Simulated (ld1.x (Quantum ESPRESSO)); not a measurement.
Reading a pseudo-wave (carbon)

Columns: radius, all-electron u(r) and pseudo u(r) of the 2p shell (level -5.24 eV) of carbon in the configuration [He] 2s2 2p2; BLYP, scalar-relativistic, PAW scheme, ld1.x (Quantum ESPRESSO) 7.5.

| r (bohr) | all-electron | pseudo |
| --- | --- | --- |
| 0.130 | 0.0745 | 0.0097 |
| 0.260 | 0.2132 | 0.0381 |
| 0.390 | 0.3530 | 0.0832 |
| 0.520 | 0.4718 | 0.1418 |
| 0.650 | 0.5639 | 0.2097 |
| 0.780 | 0.6306 | 0.2824 |
| 0.910 | 0.6747 | 0.3551 |
| 1.040 | 0.6989 | 0.4232 |
| 1.170 | 0.7072 | 0.4830 |
| 1.300 | 0.7031 | 0.5314 |
| 1.430 | 0.6898 | 0.5665 |
| 1.560 | 0.6700 | 0.5877 |
| 1.690 | 0.6456 | 0.5953 |
| 1.820 | 0.6183 | 0.5908 |
| 1.950 | 0.5892 | 0.5763 |
| 2.080 | 0.5592 | 0.5544 |
| 2.210 | 0.5290 | 0.5279 |
| 2.340 | 0.4991 | 0.4991 |
| 2.470 | 0.4699 | 0.4699 |
| 2.600 | 0.4415 | 0.4415 |
| 2.730 | 0.4142 | 0.4142 |
| 2.860 | 0.3881 | 0.3881 |
| 2.990 | 0.3631 | 0.3631 |
| 3.120 | 0.3395 | 0.3395 |
| 3.250 | 0.3170 | 0.3170 |
| 3.380 | 0.2958 | 0.2958 |

Question: How many radial nodes do the two functions have?

Answer: The all-electron 2p function has n − l − 1 = 0; the pseudo-wave has 0.

Question: At about which radius was the pseudo-wave matched?

Answer: 2.60 bohr. The columns agree to 0.0005 from 2.34 bohr on; several derivatives are matched, so the curves merge somewhat inside the radius.

Question: Is the pseudo-wave norm-conserving?

Answer: No, it belongs to a PAW set: the norm inside the radius is not constrained, and the difference is carried by the augmentation charge.
